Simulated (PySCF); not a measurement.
Molecule: `C([C@H]([S@@](C)=O)F)(F)F`, C₃H₅F₃OS.

Bonds (- single, = double, # triple, : aromatic): C1-S2, S2=O3, S2-C4, C4-F5, C4-C6, C6-F7, C6-F8. C1 carries H9, H10, H11; C4 carries H12; C6 carries H13. Stereochemistry as in C[S@@](=O)[C@H](F)C(F)F.

Frames of a GFN2-xTB Langevin trajectory at 300 K; GIAO PBE0/pcSseg-1 shieldings in PySCF, gas phase, non-relativistic; equivalent atoms averaged within each frame.

Scale: $^{13}$C (186.93 ppm) and $^{1}$H (31.72 ppm) vs TMS; $^{33}$S (503.73 ppm) against CS2; H2O for $^{17}$O (336.08 ppm); CFCl3 for $^{19}$F (170.95 ppm) (reference shieldings calculated alike). The references are static minima.

Q: How do the shifts (ppm) fluctuate along the trajectory?

A: 
```tsv
time (fs)	C6	C4	C1	S2	O3	F8	F7	F5	H13	H12
250	113.4	108.0	33.8	344	57.1	-150.8	-163.1	-232.9	5.92	5.76
425	119.0	101.8	36.2	346	55.4	-143.2	-137.5	-242.2	8.18	6.61
625	119.7	116.9	42.6	388	95.9	-117.3	-151.9	-197.1	7.27	6.08
800	118.5	98.9	44.1	364	82.6	-124.8	-143.7	-242.7	6.34	5.32
1000	117.6	105.5	36.6	310	39.6	-146.9	-137.7	-226.1	6.51	6.00
mean of frames	117.7	106.2	38.7	350	66.1	-136.6	-146.8	-228.2	6.84	5.96
standard deviation	2.5	6.9	4.5	29	22.7	14.7	10.9	18.7	0.89	0.47
```

5 frames give an uncertainty of the mean of about the standard deviation over 2.2 at best, since frames this close in time may not be independent; classical motion lacks zero-point vibration, and the reference would need the same averaging.
